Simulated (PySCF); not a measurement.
CdFHO, SMILES [OH][Cd][F].

The structure is a stationary point at PBE-D3(BJ)/def2-TZVP. The def2 effective core potentials stand for the cores of Cd; spin–orbit coupling is left out. One conformer was computed; it need not be the lowest.

Vertical ionisation energy (IE) and electron affinity (EA) in eV. Rows of orbital energies are one-electron estimates. Where ΔSCF, EOM or ADC give a negative EA the extra electron is unbound and the value depends on the basis.

```tsv
level	IE	EA
−ε(HOMO), −ε(LUMO), ωB97X/def2-TZVPD (PySCF)	11.10	0.11
−ε(HOMO), −ε(LUMO), M06-2X/def2-TZVPD (PySCF)	10.31	1.43
```
